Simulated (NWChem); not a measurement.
# C₃H₉Sb; SMILES [CH3][Sb]([CH3])[CH3]

Program: NWChem. The geometry was optimised at PBE-D3(BJ)/def2-SVP. No frequency run checked for a minimum. def2 effective core potentials on Sb; no spin-orbit coupling.

**Question.** Order these by “orbital gap (eV)”, lowest first: B3LYP/def2-SVPD; B3LYP/def2-SVP; B3LYP/def2-TZVPD.

**Answer.** B3LYP/def2-TZVPD (6.08), B3LYP/def2-SVPD (6.21), B3LYP/def2-SVP (6.52)
